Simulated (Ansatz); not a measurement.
Computed with Ansatz on PBE0-D4/def2-TZVP structures; ΔE is electronic, products minus reactants. CCSD(T)/CBS adds triple-zeta CCSD(T) − MP2 to the extrapolated MP2 energy (def2 sets, frozen cores). This one scheme is used for every species. Functionals use def2-TZVPP. HSE06 is defined as in plane-wave codes. For Ge outer-core shells are correlated without core-valence functions, which leaves a few kJ/mol of doubt a bond. Scalar relativity is left out up to krypton. One conformer a species, not always the lowest.

Reaction (formal hydrolysis of a Ge–Ge bond): `[OH][GeH2][GeH3]` + H₂O → `[OH][GeH2][OH]` + GeH₄

| level | ΔE (kcal/mol) | difference from CCSD(T)/CBS |
| --- | --- | --- |
| LDA (SPW92) | -1.6 | 1.0 |
| B97M-V | -5.9 | -3.3 |
| PBE0-D4 | -1.1 | 1.5 |
| HSE06-D4 | -1.0 | 1.6 |
| PBE-QIDH | -3.2 | -0.6 |
| revPBE | -1.3 | 1.3 |
| HF/def2-TZVPP | -8.1 | -5.5 |
| HF/def2-QZVPP | -8.3 | -5.7 |
| HF/CBS(def2) | -8.3 | -5.7 |
| MP2/CBS(def2) | -2.9 | -0.3 |
| CCSD(T)/CBS | -2.6 | 0 |

Largest T1 diagnostic among the species: 0.012.

From BLYP to BHLYP (50 % exact exchange), in def2-TZVPP and without D4, ΔE moves by −1.5 kcal/mol. In def2-TZVPP, CCSD(T) changes the Hartree–Fock value by +4.1 kcal/mol (the triples alone add +0.2 kcal/mol) and MP2 by +3.9 kcal/mol. The D4 term adds +1.0 kcal/mol with B3LYP and +0.6 kcal/mol with PBE0; it sums over pairs of atoms, weighted by their polarisabilities, and B3LYP, whose exchange is more repulsive, gets the larger term.

B3LYP here is the variant with VWN-RPA as its local correlation; programs differ in this.
